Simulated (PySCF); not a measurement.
## Radial density of Cu²⁺ (copper, charge +2)

TPSS, [Ar] 3d8 4s1, 4s spin antiparallel (an excited configuration). Calculation: PySCF 2.14, in x2c-QZVPPall (11s7p6d4f2g, 108 functions); the spin-free X2C one-electron Hamiltonian (Gaussian nucleus).

```tsv
r (bohr)	4πr²ρ (e/bohr)	4πr²(ρα − ρβ)
0.000988	0.2910	-0.0002
0.00166	0.7352	-0.0005
0.00280	1.815	-0.0012
0.00470	4.307	-0.0027
0.00791	9.532	-0.0059
0.0133	18.74	-0.0113
0.0224	30.16	-0.0162
0.0376	35.34	-0.0123
0.0633	29.36	0.0028
0.106	31.84	0.0165
0.179	39.82	0.2272
0.301	21.14	1.1347
0.507	21.04	2.2068
0.852	15.77	1.8080
1.43	3.416	0.0935
2.41	0.6714	-0.4453
4.06	0.04553	-0.0434
6.82	0.0002869	-0.0003
11.5	1.092e-05	0.0000
```

Densities and radii are taken from the X2C orbitals without a picture-change correction, which distorts them close to the nucleus.

With the s spin flipped the determinant is a mixture of two multiplicities, not a spectroscopic state.
